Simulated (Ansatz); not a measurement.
Input for Ansatz (a quantum-chemistry and plane-wave program): R-B3LYP-D3(BJ)/def2-TZVP on C2F6 (SMILES FC(F)(F)C(F)(F)F).

Ansatz 0.2 input:
```yaml
crystal:
  periodic: [false, false, false]
  atoms:
    - {symbol: F, position_ang: [1.18460000, -0.53210000, 1.23240000]}
    - {symbol: C, position_ang: [0.74060000, 0.13370000, 0.13600000]}
    - {symbol: F, position_ang: [1.52580000, -0.25110000, -0.90230000]}
    - {symbol: F, position_ang: [0.98860000, 1.45120000, 0.34910000]}
    - {symbol: C, position_ang: [-0.74050000, -0.13370000, -0.13600000]}
    - {symbol: F, position_ang: [-1.18460000, 0.53210000, -1.23240000]}
    - {symbol: F, position_ang: [-1.52590000, 0.25110000, 0.90220000]}
    - {symbol: F, position_ang: [-0.98860000, -1.45120000, -0.34910000]}
basis:
  gaussian:
    orbitals: def2-TZVP
hamiltonian:
  xc: b3lyp
  dispersion: d3bj
relax: {f_tol: 0.004, max_steps: 120}
scf: {lower_state_search: off}
```

**Question.** Give the final energy of this run.

**Answer.** -675.5830 hartree.

**Question.** How many basis functions does it have, and what does it roughly cost on one machine?

**Answer.** 248 functions; about 60 core-seconds (a rough figure).
